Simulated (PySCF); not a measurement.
Dissociation curve of SiS, singlet.

Method: PySCF with CCSD(T) on UHF/cc-pVDZ, 10 core orbitals frozen.

### Question
Relative to R = 1.98 Å, what are the energies at R = 2.14, 4.20, 4.69, 7.81 Å?

### Answer
7.3 kcal/mol at 2.14 Å, 125.0 kcal/mol at 4.20 Å, 125.9 kcal/mol at 4.69 Å, 126.8 kcal/mol at 7.81 Å.

The unrestricted determinant behind UCCSD(T) is spin-contaminated at 2.24 to 7.81 Å (<S²> up to 2.0, against 0.00 for a pure singlet).
